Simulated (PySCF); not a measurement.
# [NdH4]− at several levels of theory

Computed with PySCF 2.14.0 (density fitting, no spin-orbit coupling) at the geometry relaxed with PBE0:

```xyz
5
[NdH4]− (singlet in the valence; each metal's 4f electrons, 3 of them, lie in its core potential, out of spins and levels)
Nd    0.0000    0.0000    0.0000
H     1.2413    1.2413    1.2413
H    -1.2413   -1.2413    1.2413
H     1.2413   -1.2413   -1.2413
H    -1.2413    1.2413   -1.2413
```

| level | basis | state | HOMO (eV) | gap (eV) | charge on Nd1 (e) | population of f-type functions on Nd1 (polarisation alone where 4f lies in the core) | dipole about the centre of mass (D) | largest force component (eV/Å) |
| --- | --- | --- | --- | --- | --- | --- | --- | --- |
| PBE0 | Nd lcecp-1-SVP with ECP49, H def2-SVP | singlet | -2.03 | 5.80 | 0.25 | 0.02 | 0.00 | 0.00 |
| TPSSh | the same | singlet | -1.52 | 5.00 | 0.42 | 0.02 | 0.00 | 0.02 |
| BLYP | the same | singlet | -0.73 | 3.81 | 0.01 | 0.02 | 0.00 | 0.05 |

In the lcecp rows the 4f levels are missing from HOMO and gap, and the state counts the valence alone.

Charges are Mulliken's, which hang on the basis. The relaxation used the grid (50, 194), these runs (75, 302) or, all-electron (x2c bases, spin-free X2C Hamiltonian), (99, 590).

Problem. What does PBE0 with Nd lcecp-1-TZVP with ECP49, H def2-TZVP give here?

Solution. state singlet, HOMO (eV) -2.11, gap (eV) 5.83, charge on Nd1 (e) 0.63, population of f-type functions on Nd1 (polarisation alone where 4f lies in the core) 0.03, dipole about the centre of mass (D) 0.00, largest force component (eV/Å) 0.00. Time: 3.3 s on 2 threads of Arm Neoverse V1 (shared host), from free ions and atoms.

In the first row's basis the gap widens with exact exchange: 3.8 eV for BLYP (none); 5.0 to 5.8 eV for TPSSh, PBE0 (a fixed share).

An lcecp potential fixes the number of 4f electrons, so in runs with it no electron can move into or out of that shell.
